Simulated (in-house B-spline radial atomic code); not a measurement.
# O2+: [He] 2s2 (2p1/2)1 (2p3/2)1 (an excited or competing configuration)

Method: Dirac-Hartree-Fock, average of the jj configuration, Fermi nucleus of rms radius 2.6991 fm. Calculated with a radial B-spline atomic code at the basis-set limit.

Z_r = [3n² - l(l+1)]/(2<r>); Z_e = n√(-2ε); the last column is Slater's effective charge. Values are occupation-weighted means over j.

```json
{"shell": "1s", "electrons": "2", "ε (eV)": "-606.48", "<r> (bohr)": "0.198", "Z_r": "7.58", "Z_e": "6.68", "Slater": "7.70"}
{"shell": "2s", "electrons": "2", "ε (eV)": "-67.648", "<r> (bohr)": "1.032", "Z_r": "5.81", "Z_e": "4.46", "Slater": "5.25"}
{"shell": "2p", "electrons": "2", "ε (eV)": "-54.496", "<r> (bohr)": "0.9901", "Z_r": "5.05", "Z_e": "4.00", "Slater": "5.25"}
```

The least bound orbital is 2p3/2 at -54.47 eV, while the most diffuse is 2s1/2 (<r> = 1.032 bohr against 0.9906 bohr): energy order and size order differ.

For the 1s electron the small component carries 0.078 % of the norm, the zero-frequency Breit interaction raises the level by 0.1793 eV, self-energy by 0.0647 eV, and vacuum polarisation lowers it by 0.003163 eV.
